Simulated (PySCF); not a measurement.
C2H5F3Si.

```xyz
11

Si     0.7609    -1.0005     0.0000
C     -0.6280    -2.2588     0.0000
C     -0.0425     0.7592     0.0000
F      0.8699     1.7523     0.0000
F     -0.8289     0.9411    -1.0866
F     -0.8289     0.9411     1.0866
H      1.6081    -1.0798     1.2202
H      1.6081    -1.0798    -1.2202
H     -1.2603    -2.1294    -0.8922
H     -1.2603    -2.1294     0.8922
H     -0.2336    -3.2869     0.0000
```

Geometry: B3LYP-D3(BJ)/def2-SVP.

Calculation: HF/pcSseg-1 in PySCF. Non-relativistic, no solvent.

Computed absolute GIAO shielding of each atom: isotropic value and principal components (ppm):
```tsv
atom	σ(iso)	σ11	σ22	σ33	span
Si1	426.3	399.7	419.6	459.7	60.0
C2	199.6	195.2	197.5	206.1	10.9
C3	71.2	63.6	64.4	85.6	22.1
F4	294.3	190.1	320.0	373.0	182.9
F5	294.9	189.5	321.4	373.6	184.1
F6	294.9	189.5	321.4	373.6	184.1
H7	27.7	24.4	26.0	32.8	8.5
H8	27.7	24.4	26.0	32.8	8.5
H9	31.1	26.0	28.9	38.3	12.2
H10	31.1	26.0	28.9	38.3	12.2
H11	31.3	26.7	27.5	39.8	13.2
```
